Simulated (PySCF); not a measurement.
## The third ionisation energy along the second row

All values are computed (PySCF 2.14, energy differences of UHF-based or UKS calculations, no spin-orbit coupling). Values in eV. The last column holds reference values (NIST; (s) semi-empirical, (t) theoretical, else measured). Unmarked ones compare directly (S terms, centres of terms, or small fine structure); those marked * lie between the lowest fine-structure levels and include a spin-orbit shift.

```csv
element,configurations,UHF,SCS-MP2 (valence),CCSD(T) (valence),MP2 (valence and next inner shell),CCSD (valence and next inner shell),CCSD(T) (valence and next inner shell),reference
"B (def2-QZVPPD, non-relativistic)",[He] 2s1 → 1s2,37.819,n/a,n/a,37.852,37.857,37.858,37.931
"C (def2-QZVPPD, non-relativistic)",[He] 2s2 → [He] 2s1,45.778,47.248,47.796,47.032,47.788,47.799,47.888
"N (def2-QZVPPD, non-relativistic)",[He] 2s2 2p1 → [He] 2s2,47.301,47.482,47.307,47.570,47.332,47.359,47.445 (s) *
"F (def2-QZVPPD, non-relativistic)",[He] 2s2 2p3 → [He] 2s2 2p2,62.261,62.623,62.672,62.928,62.707,62.708,62.708 (s) *
"Ne (def2-QZVPPD, non-relativistic)",[He] 2s2 2p4 → [He] 2s2 2p3,61.845,63.288,63.215,63.179,63.215,63.234,63.423 *
```

Fill in the row of O (def2-QZVPPD, non-relativistic) ([He] 2s2 2p2 → [He] 2s2 2p1).

UHF 54.615; SCS-MP2 (valence) 54.894; CCSD(T) (valence) 54.836; MP2 (valence and next inner shell) 55.080; CCSD (valence and next inner shell) 54.869; CCSD(T) (valence and next inner shell) 54.878; reference 54.936 (s) * (eV).

"Valence" correlates the outer s and p shells and, in groups 3 to 12 and the f block, the outer d or f shell, open or full, or the next shell where the ion has no valence electron left; the wider scheme adds the next inner shell.
